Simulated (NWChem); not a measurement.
System: C4H8; SMILES C/C=C\C

NWChem input:

```
start job
memory heap 200 mb stack 900 mb global 1100 mb
geometry units angstroms noautoz
  C      1.593536     0.000000     0.518586
  C      0.669324     0.000000    -0.667547
  C     -0.669324     0.000000    -0.667547
  C     -1.593536     0.000000     0.518586
  H      2.250923    -0.880141     0.501885
  H      2.250923     0.880141     0.501885
  H      1.061101     0.000000     1.473720
  H      1.169574     0.000000    -1.636802
  H     -1.169574     0.000000    -1.636802
  H     -1.061101     0.000000     1.473720
  H     -2.250923    -0.880141     0.501885
  H     -2.250923     0.880141     0.501885
end
basis spherical
  * library def2-svp
end
dft
  xc xpbe96 cpbe96
  iterations 150
  mulliken
end
task dft energy
```

Output (shortened):

```
             Northwest Computational Chemistry Package (NWChem) 7.3.0
             --------------------------------------------------------

 C2V symmetry detected

                             Geometry "geometry" -> ""
                             -------------------------

 Output coordinates in angstroms (scale by  1.889725989 to convert to a.u.)

  No.       Tag          Charge          X              Y              Z
 ---- ---------------- ---------- -------------- -------------- --------------
    1 C                    6.0000     1.59353600     0.00000000     0.52190338
    2 C                    6.0000     0.66932400     0.00000000    -0.66422963
    3 C                    6.0000    -0.66932400     0.00000000    -0.66422963
    4 C                    6.0000    -1.59353600     0.00000000     0.52190338
    5 H                    1.0000     2.25092300    -0.88014100     0.50520238
    6 H                    1.0000     2.25092300     0.88014100     0.50520238
    7 H                    1.0000     1.06110100     0.00000000     1.47703738
    8 H                    1.0000     1.16957400     0.00000000    -1.63348463
    9 H                    1.0000    -1.16957400     0.00000000    -1.63348463
   10 H                    1.0000    -1.06110100     0.00000000     1.47703738
   11 H                    1.0000    -2.25092300    -0.88014100     0.50520238
   12 H                    1.0000    -2.25092300     0.88014100     0.50520238

 Effective nuclear repulsion energy (a.u.)     117.1611100206

      Symmetry information
      --------------------

 Group name             C2v
 Group number             16
 Group order               4
 No. of unique centers     5

  pbe96 is a nonlocal functional; adding pw91lda local functional.

                                 NWChem DFT Module
                                 -----------------

 Summary of "ao basis" -> "ao basis" (spherical)
 ------------------------------------------------------------------------------
       Tag                 Description            Shells   Functions and Types
 ---------------- ------------------------------  ------  ---------------------
 C                          def2-svp                 6       14   3s2p1d
 H                          def2-svp                 3        5   2s1p

      Symmetry analysis of basis
      --------------------------

        a1         33
        a2         15
        b1         33
        b2         15

            General Information
            -------------------
          SCF calculation type: DFT
          Wavefunction type:  closed shell.
          No. of atoms     :    12
          No. of electrons :    32
           Alpha electrons :    16
            Beta electrons :    16
          Charge           :     0
          Spin multiplicity:     1
          Use of symmetry is: on ; symmetry adaption is: on
          Maximum number of iterations: 150
          AO basis - number of functions:    96
                     number of shells:    48
          Convergence on energy requested:  1.00D-06
          Convergence on density requested:  1.00D-05
          Convergence on gradient requested:  5.00D-04

              XC Information
              --------------
          PerdewBurkeErnzerhof Exchange Functional  1.000
            Perdew 1991 LDA Correlation Functional  1.000 local
           PerdewBurkeErnz. Correlation Functional  1.000 non-local

             Grid Information
             ----------------
          Grid used for XC integration:  medium
          Radial quadrature: Mura-Knowles
          Angular quadrature: Lebedev.
          Tag              B.-S. Rad. Rad. Pts. Rad. Cut. Ang. Pts.
          ---              ---------- --------- --------- ---------
          C                   0.70       49          11.0       434
          H                   0.35       45          12.0       434
          Grid pruning is: on
          Number of quadrature shells:   233
          Spatial weights used:  Erf1

      Superposition of Atomic Density Guess
      -------------------------------------

 Sum of atomic energies:        -154.49347418

      Non-variational initial energy
      ------------------------------

 Total energy =    -157.269349
 1-e energy   =    -436.819627
 2-e energy   =     162.389167
 HOMO         =      -0.291365
 LUMO         =       0.022035

      Symmetry analysis of molecular orbitals - initial
      -------------------------------------------------

  Numbering of irreducible representations:

     1 a1          2 a2          3 b1          4 b2

  Orbital symmetries:

     1 a1          2 b1          3 a1          4 b1          5 a1
     6 b1          7 a1          8 b1          9 a1         10 b2
    11 a1         12 a2         13 b1         14 a1         15 b1
    16 b2         17 a2         18 a1         19 a1         20 b1
    21 b2         22 b1         23 a1         24 a2         25 a1
    26 b1

     ---------------------------------------------
      Total Density - Mulliken Population Analysis
     ---------------------------------------------

    Atom       Charge   Shell Charges
 -----------   ------   -------------------------------------------------------
    1 C    6     6.20   1.99  0.95  0.14  2.06  1.03  0.02
    2 C    6     6.20   1.99  0.97  0.26  1.95  0.99  0.04
    3 C    6     6.20   1.99  0.97  0.26  1.95  0.99  0.04
    4 C    6     6.20   1.99  0.95  0.14  2.06  1.03  0.02
    5 H    1     0.89   0.67  0.20  0.03
    6 H    1     0.89   0.67  0.20  0.03
    7 H    1     0.91   0.67  0.21  0.03
    8 H    1     0.91   0.68  0.21  0.02
    9 H    1     0.91   0.68  0.21  0.02
   10 H    1     0.91   0.67  0.21  0.03
   11 H    1     0.89   0.67  0.20  0.03
   12 H    1     0.89   0.67  0.20  0.03

   convergence    iter        energy       DeltaE   RMS-Dens  Diis-err
 ---------------- ----- ----------------- --------- --------- ---------
 d= 0,ls=0.0,diis     1   -156.8472625303 -2.74D+02  7.51D-03  2.87D-01
 d= 0,ls=0.0,diis     2   -156.8766321834 -2.94D-02  2.11D-03  1.08D-02
 d= 0,ls=0.0,diis     3   -156.8770452352 -4.13D-04  9.40D-04  8.47D-03
 d= 0,ls=0.0,diis     4   -156.8781690208 -1.12D-03  1.67D-04  2.71D-04
 d= 0,ls=0.0,diis     5   -156.8782091477 -4.01D-05  2.91D-05  5.07D-06
 d= 0,ls=0.0,diis     6   -156.8782098569 -7.09D-07  6.01D-06  1.41D-07

         Total DFT energy =     -156.878209856872
      One electron energy =     -441.434144912990
           Coulomb energy =      191.783693400275
    Exchange-Corr. energy =      -24.388868364786
 Nuclear repulsion energy =      117.161110020629

 Numeric. integr. density =       31.999979870205

                  Occupations of the irreducible representations
                  ----------------------------------------------

                     irrep           alpha         beta
                     --------     --------     --------
                     a1                7.0          7.0
                     a2                1.0          1.0
                     b1                6.0          6.0
                     b2                2.0          2.0

                       DFT Final Molecular Orbital Analysis
                       ------------------------------------

 Vector   14  Occ=2.000000D+00  E=-3.134844D-01  Symmetry=a1
              MO Center= -1.9D-15,  5.0D-16,  8.0D-03, r^2= 3.7D+00
   Bfn.  Coefficient  Atom+Function         Bfn.  Coefficient  Atom+Function
  ----- ------------  ---------------      ----- ------------  ---------------
    18      0.285635   2 C  px               32     -0.285635   3 C  px
     4     -0.218728   1 C  px               46      0.218728   4 C  px
    67      0.179895   7 H  s                82      0.179895  10 H  s
    72      0.172878   8 H  s                77      0.172878   9 H  s
    57     -0.127688   5 H  s                62     -0.127688   6 H  s

 Vector   15  Occ=2.000000D+00  E=-2.858917D-01  Symmetry=b1
              MO Center= -2.3D-15, -6.0D-17, -3.5D-01, r^2= 3.3D+00
   Bfn.  Coefficient  Atom+Function         Bfn.  Coefficient  Atom+Function
  ----- ------------  ---------------      ----- ------------  ---------------
    20     -0.274588   2 C  pz               34      0.274588   3 C  pz
     6      0.263199   1 C  pz               48     -0.263199   4 C  pz
    72      0.260044   8 H  s                77     -0.260044   9 H  s
     3     -0.164577   1 C  s                45      0.164577   4 C  s
    67      0.162066   7 H  s                73      0.161650   8 H  s

 Vector   16  Occ=2.000000D+00  E=-2.086716D-01  Symmetry=b2
              MO Center=  3.1D-15, -1.1D-15, -4.6D-01, r^2= 2.5D+00
   Bfn.  Coefficient  Atom+Function         Bfn.  Coefficient  Atom+Function
  ----- ------------  ---------------      ----- ------------  ---------------
    19      0.390416   2 C  py               33      0.390416   3 C  py
    22      0.269587   2 C  py               36      0.269587   3 C  py
    57      0.130423   5 H  s                62     -0.130423   6 H  s
    87      0.130423  11 H  s                92     -0.130423  12 H  s
     5     -0.115033   1 C  py               47     -0.115033   4 C  py

 Vector   17  Occ=0.000000D+00  E=-4.834688D-03  Symmetry=a2
              MO Center=  3.9D-15,  2.6D-16, -5.3D-01, r^2= 2.7D+00
   Bfn.  Coefficient  Atom+Function         Bfn.  Coefficient  Atom+Function
  ----- ------------  ---------------      ----- ------------  ---------------
    22      0.604036   2 C  py               36     -0.604036   3 C  py
    19      0.446422   2 C  py               33     -0.446422   3 C  py
    58      0.208754   5 H  s                63     -0.208754   6 H  s
    88     -0.208754  11 H  s                93      0.208754  12 H  s
    57      0.120755   5 H  s                62     -0.120755   6 H  s

[...]
```

Level: PBE/def2-SVP. Coordinates come from a B3LYP/6-31G* (spherical d) optimisation.
